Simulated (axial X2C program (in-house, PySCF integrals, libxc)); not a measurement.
# CsP⁺: from Re and ωe to a spectrum

A bond curve at the CCSD(T) level, with spin–orbit coupling, was computed with an axial X2C code built on PySCF integrals (basis Cs dyall-cv3z [15s15p9d4f1g], P dyall-v3z [8s7p2d1f] (cores contracted in-house)) for the state Ω = 3/2 (⟨Sz⟩ = 1.50, ⟨Lz⟩ = 0.00 at HF). Its fit gives Re = 3.9090 Å, ωe = 57.7 cm⁻¹, ωexe = 1.11 cm⁻¹ and αe = 7.994e-04 cm⁻¹; the masses are 132.9054 and 30.9738 u. Two-component means X2C with spin–orbit coupling and atomic mean-field Coulomb and Gaunt terms.

Correlated methods: 13 electrons correlated (number of frozen shells: Cs 4 s, 3 p, 2 d; P 2 s, 1 p), 267 virtual spin orbitals or spinors in MP2, 90 natural virtuals in coupled cluster.

**Question.** Find the reduced mass, Be and the force constant.

**Answer.** From the CCSD(T) values: μ = 25.1196 u. Be = 16.8576/(μ Re²) = 0.04392 cm⁻¹. k = 5.8918×10⁻⁷ μ ωe² = 0.0493 mdyn/Å.

**Question.** Estimate the centrifugal constant by the Kratzer relation.

**Answer.** D = 4Be³/ωe² = 1.02e-07 cm⁻¹.

**Question.** Estimate De from a Morse curve and compare with the computed well depth of 0.100 eV to Cs+ + P.

**Answer.** De(Morse) = ωe²/(4ωexe) = 0.093 eV against 0.100 eV computed, a ratio of 0.93. For De the Morse form works well here.

**Question.** Where do the fundamental and the first overtone lie?

**Answer.** ν(1←0) = ωe − 2ωexe = 55.5 cm⁻¹; ν(2←0) = 2ωe − 6ωexe = 108.7 cm⁻¹.

**Question.** A Morse curve ties αe to the other constants (Pekeris). How well does that hold?

**Answer.** αe(Morse) = 6Be²/ωe × (√(ωexe/Be) − 1) = 8.078e-04 cm⁻¹; the CCSD(T) curve gives 7.994e-04 cm⁻¹, a ratio of 1.01.

The state is one determinant whose occupation by symmetry is held fixed; it was picked as the lowest of a PBE0 search that is not exhaustive. Dissociation energies refer to the lowest single-determinant-based atoms at the same level and basis. Coupled cluster ran in a truncated set of natural virtual spinors; the MP2 energy of the rest was added. (T) has no such correction and the atoms are truncated less, which lowers De at CCSD(T) by a hundredth of an eV or more. With several unpaired electrons one determinant need not be a pure state. This is the top spin component of a Σ state; components of lower Ω are not single determinants and can lie lower. The bond is weak, and without diffuse functions and with truncated virtuals even CCSD(T) can be tens of per cent off in De.
